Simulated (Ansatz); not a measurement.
A single point on `F[SiH2][GaH2]`.

```yaml
crystal:
  periodic: [false, false, false]
  atoms:
    - {symbol: F, position_ang: [-2.135294, -0.174658, 0.502957]}
    - {symbol: Si, position_ang: [-0.881884, -0.107762, -0.505821]}
    - {symbol: Ga, position_ang: [1.212100, 0.147135, 0.675569]}
    - {symbol: H, position_ang: [-0.903989, -1.358180, -1.316488]}
    - {symbol: H, position_ang: [-1.127619, 1.030594, -1.435869]}
    - {symbol: H, position_ang: [1.294698, 0.234087, 2.240422]}
    - {symbol: H, position_ang: [2.541999, 0.228784, -0.160770]}
basis:
  gaussian: {orbitals: def2-QZVPP}
correlation: {method: mp2}
```

```sh
$ ansatz run in.yaml --threads 2 --pin off --events-out ev --progress --plain --max-ram 4352MiB
```

Output, abridged:

```
Functional definition: HF
2060 factors; integrals over basis functions are off by at most 1.1e-3 eV
mean field evaluation 1: about -62967.9201 eV, gradient 2.8e1 eV
mean field evaluation 2: about -62967.9714 eV, gradient 2.8e1 eV
mean field evaluation 4: about -62969.8770 eV, gradient 2.7e0 eV
mean field evaluation 8: about -62969.9139 eV, gradient 3.0e-1 eV
mean field -62969.91409050 eV, -2314.1016602852 hartree, gradient 2.3e-6 eV, S^2 0.000000; 0 other end points of the search recorded, 0 dependent functions left out
15 core orbitals not correlated: weight in the atoms' cores, before any rotation towards them, 1.000 or more for the frozen orbitals, at most 0.000 for the correlated occupied ones
reference -62969.91409050 eV, -2314.1016602852 hartree; 14, 14 occupied and 307, 307 virtual orbitals, 2060 factors
second order -24.10422642 eV of doubles, -0.00000000 eV of singles
Total energy: -62994.01831692 eV, -2314.9874742678 hartree
```

Hardware: 2 threads of an Intel Xeon 6975P-C on a shared host. Wall time 9 s, peak host memory 1.2 GiB.
